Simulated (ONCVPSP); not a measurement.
**Building the ONCV potential for phosphorus (P) (PBE, fully relativistic).**

P (Z = 15), optimised norm-conserving Vanderbilt (ONCV), made with ONCVPSP 4.0.1 (PBE, fully relativistic). Core [He], reference 2s2 2p6 3s2 3p1 (charge +2). Waves: 2s+3s: rc 0.80 bohr, ncon 4, nbas 8, qcut 17 1/bohr, 2 projectors; 2p+3p: rc 0.95 bohr, ncon 3, nbas 6, qcut 18.5 1/bohr, 2 projectors. Local part: polynomial inside 0.75 bohr (lpopt 5, dvloc0 2 Ha). Core correction: Teter function, fcfact 5, rcfact 1.5.

Open shells are filled in proportion to 2j + 1.

All-electron outer shells of the reference configuration (PBE, scalar-relativistic, ld1.x):

```tsv
shell	level (eV)	outermost node (bohr)	outermost maximum (bohr)
1s	-2108.38	–	0.07
2s	-197.53	0.14	0.42
2p	-148.09	–	0.36
3s	-33.96	0.65	1.52
3p	-24.28	0.63	1.68
```

**Question.** Does the generator finish with these settings?

**Answer.** Yes, a potential is produced and its reference levels are reproduced.

**Question.** Estimate the cutoffs (Ha) at which the residual kinetic energy of the hardest occupied pseudo-wave falls to 1 and 0.1 mHa per electron.

**Answer.** 101 Ha and 119 Ha.

**Question.** What does a ghost test show?

**Answer.** No bound ghost flagged; no localised positive-energy state flagged.

**Question.** Tests: 2s2 2p6 3s2 3p3; 2s2 2p6 3s2 3p2; 2s2 2p6 3s2 3p0; 2s2 2p5 3s2 3p3. Which has the largest error in its energy relative to the reference configuration, and how large is it?

**Answer.** 2s2 2p5 3s2 3p3, with +631 meV (all-electron minus pseudo) on +111.45 eV.
